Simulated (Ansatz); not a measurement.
Ansatz (a program for electronic structure) input (B3LYP/6-31G* with LANL2DZ past Ar): The .json file joins the Basis Set Exchange's 6-31G* for atoms up to Ar and LANL2DZ past it.

Ansatz 0.2 input:
```yaml
crystal:
  periodic: [false, false, false]
  atoms:
    - {symbol: Mn, position_ang: [-0.00000000, -0.00000000, -0.39647144]}
    - {symbol: O, position_ang: [0.00000000, 0.00000000, 1.23897324]}
basis:
  gaussian:
    orbitals: 6-31Gs+LANL2DZ.json
hamiltonian:
  xc: {name: B3LYP}
magnetization: {spin_polarized: true, initial_magnetization: 5}
phonons: {temperatures: {t_min: 298.15, t_max: 298.15, t_step: 100}}
```

Output:

```
Functional definition: B3LYP
integrals: 0.01 GiB planned
478 factors; integrals over basis functions are off by at most 3.0e-4 eV
mean field: 0.12 GiB planned
mean field evaluation 1: about -4866.3391 eV, gradient 3.6e1 eV
mean field evaluation 2: about -4773.3397 eV, gradient 1.3e2 eV
mean field evaluation 4: about -4867.8405 eV, gradient 3.9e1 eV
mean field evaluation 8: about -4873.2944 eV, gradient 2.9e-1 eV
mean field evaluation 16: about -4873.3209 eV, gradient 1.4e-4 eV
mean field -4873.32090551 eV, -179.0912400219 hartree, gradient 1.8e-5 eV, S^2 8.823082; 0 other end points of the search recorded, 0 dependent functions left out
the calculation of the forces begins
reference -4873.32112487 eV, -179.0912480832 hartree; 14, 9 occupied and 23, 28 virtual orbitals, 478 factors
these checks for a lower state are left out or cut short: stability, starts, cluster_reference, orbital_swaps, neighbouring_geometries, increment
integrals: 0.01 GiB planned
478 factors; integrals over basis functions are off by at most 3.0e-4 eV
mean field: 0.12 GiB planned
mean field -4873.32090551 eV, -179.0912400220 hartree, gradient 9.5e-7 eV, S^2 8.823082; 0 other end points of the search recorded, 0 dependent functions left out
the calculation of the forces begins
reference -4873.32112487 eV, -179.0912480832 hartree; 14, 9 occupied and 23, 28 virtual orbitals, 478 factors
these checks for a lower state are left out or cut short: stability, starts, cluster_reference, orbital_swaps, neighbouring_geometries, increment
integrals: 0.01 GiB planned
478 factors; integrals over basis functions are off by at most 3.0e-4 eV
mean field: 0.12 GiB planned
mean field evaluation 32: about -4873.3209 eV, gradient 2.8e-6 eV
mean field -4873.32090551 eV, -179.0912400220 hartree, gradient 9.5e-7 eV, S^2 8.823082; 0 other end points of the search recorded, 0 dependent functions left out
the calculation of the forces begins
reference -4873.32112487 eV, -179.0912480832 hartree; 14, 9 occupied and 23, 28 virtual orbitals, 478 factors
these checks for a lower state are left out or cut short: stability, starts, cluster_reference, orbital_swaps, neighbouring_geometries, increment
integrals: 0.01 GiB planned
478 factors; integrals over basis functions are off by at most 3.0e-4 eV
mean field: 0.12 GiB planned
mean field -4873.32090551 eV, -179.0912400220 hartree, gradient 9.5e-7 eV, S^2 8.823082; 0 other end points of the search recorded, 0 dependent functions left out
the calculation of the forces begins
reference -4873.32112487 eV, -179.0912480832 hartree; 14, 9 occupied and 23, 28 virtual orbitals, 478 factors
these checks for a lower state are left out or cut short: stability, starts, cluster_reference, orbital_swaps, neighbouring_geometries, increment
integrals: 0.01 GiB planned
478 factors; integrals over basis functions are off by at most 3.0e-4 eV
mean field: 0.12 GiB planned
mean field -4873.32090551 eV, -179.0912400220 hartree, gradient 9.5e-7 eV, S^2 8.823082; 0 other end points of the search recorded, 0 dependent functions left out
the calculation of the forces begins
reference -4873.32112487 eV, -179.0912480832 hartree; 14, 9 occupied and 23, 28 virtual orbitals, 478 factors
these checks for a lower state are left out or cut short: stability, starts, cluster_reference, orbital_swaps, neighbouring_geometries, increment
integrals: 0.01 GiB planned
478 factors; integrals over basis functions are off by at most 3.1e-4 eV
mean field: 0.12 GiB planned
mean field -4873.32078696 eV, -179.0912356652 hartree, gradient 1.6e-6 eV, S^2 8.822181; 0 other end points of the search recorded, 0 dependent functions left out
the calculation of the forces begins
reference -4873.32100624 eV, -179.0912437236 hartree; 14, 9 occupied and 23, 28 virtual orbitals, 478 factors
these checks for a lower state are left out or cut short: stability, starts, cluster_reference, orbital_swaps, neighbouring_geometries, increment
integrals: 0.01 GiB planned
478 factors; integrals over basis functions are off by at most 3.0e-4 eV
mean field: 0.12 GiB planned
mean field -4873.32079168 eV, -179.0912358386 hartree, gradient 8.8e-7 eV, S^2 8.823993; 0 other end points of the search recorded, 0 dependent functions left out
the calculation of the forces begins
reference -4873.32101111 eV, -179.0912439026 hartree; 14, 9 occupied and 23, 28 virtual orbitals, 478 factors
these checks for a lower state are left out or cut short: stability, starts, cluster_reference, orbital_swaps, neighbouring_geometries, increment
integrals: 0.01 GiB planned
478 factors; integrals over basis functions are off by at most 3.0e-4 eV
mean field: 0.12 GiB planned
mean field evaluation 64: about -4873.3209 eV, gradient 5.0e-2 eV
mean field -4873.32090551 eV, -179.0912400220 hartree, gradient 9.5e-7 eV, S^2 8.823082; 0 other end points of the search recorded, 0 dependent functions left out
the calculation of the forces begins
reference -4873.32112487 eV, -179.0912480832 hartree; 14, 9 occupied and 23, 28 virtual orbitals, 478 factors
these checks for a lower state are left out or cut short: stability, starts, cluster_reference, orbital_swaps, neighbouring_geometries, increment
integrals: 0.01 GiB planned
478 factors; integrals over basis functions are off by at most 3.0e-4 eV
mean field: 0.12 GiB planned
mean field -4873.32090551 eV, -179.0912400220 hartree, gradient 9.5e-7 eV, S^2 8.823082; 0 other end points of the search recorded, 0 dependent functions left out
the calculation of the forces begins
reference -4873.32112487 eV, -179.0912480832 hartree; 14, 9 occupied and 23, 28 virtual orbitals, 478 factors
these checks for a lower state are left out or cut short: stability, starts, cluster_reference, orbital_swaps, neighbouring_geometries, increment
integrals: 0.01 GiB planned
478 factors; integrals over basis functions are off by at most 3.0e-4 eV
mean field: 0.12 GiB planned
mean field -4873.32090551 eV, -179.0912400220 hartree, gradient 9.5e-7 eV, S^2 8.823082; 0 other end points of the search recorded, 0 dependent functions left out
the calculation of the forces begins
reference -4873.32112487 eV, -179.0912480832 hartree; 14, 9 occupied and 23, 28 virtual orbitals, 478 factors
these checks for a lower state are left out or cut short: stability, starts, cluster_reference, orbital_swaps, neighbouring_geometries, increment
integrals: 0.01 GiB planned
478 factors; integrals over basis functions are off by at most 3.0e-4 eV
mean field: 0.12 GiB planned
mean field -4873.32090551 eV, -179.0912400220 hartree, gradient 9.5e-7 eV, S^2 8.823082; 0 other end points of the search recorded, 0 dependent functions left out
the calculation of the forces begins
reference -4873.32112487 eV, -179.0912480832 hartree; 14, 9 occupied and 23, 28 virtual orbitals, 478 factors
these checks for a lower state are left out or cut short: stability, starts, cluster_reference, orbital_swaps, neighbouring_geometries, increment
integrals: 0.01 GiB planned
478 factors; integrals over basis functions are off by at most 3.0e-4 eV
mean field: 0.12 GiB planned
mean field evaluation 96: about -4873.3208 eV, gradient 8.8e-7 eV
mean field -4873.32079168 eV, -179.0912358386 hartree, gradient 8.8e-7 eV, S^2 8.823993; 0 other end points of the search recorded, 0 dependent functions left out
the calculation of the forces begins
reference -4873.32101111 eV, -179.0912439026 hartree; 14, 9 occupied and 23, 28 virtual orbitals, 478 factors
these checks for a lower state are left out or cut short: stability, starts, cluster_reference, orbital_swaps, neighbouring_geometries, increment
integrals: 0.01 GiB planned
478 factors; integrals over basis functions are off by at most 3.1e-4 eV
mean field: 0.12 GiB planned
mean field -4873.32078696 eV, -179.0912356652 hartree, gradient 1.6e-6 eV, S^2 8.822181; 0 other end points of the search recorded, 0 dependent functions left out
the calculation of the forces begins
reference -4873.32100624 eV, -179.0912437236 hartree; 14, 9 occupied and 23, 28 virtual orbitals, 478 factors
Total energy: -4873.32112487 eV, -179.0912480832 hartree
Atom 0 at    -0.000000    -0.000000    -0.396471 Å, force     0.000000     0.000000    -0.000728 eV/Å
Atom 1 at     0.000000     0.000000     1.238973 Å, force    -0.000000    -0.000000     0.000728 eV/Å
Dipole moment:    -0.000000    -0.000000    -0.948878 e Å
Vibrations: 903.34 cm⁻¹, zero-point energy 0.056000 eV
```

The blocks after the first are displaced geometries, from whose forces the wavenumbers follow.
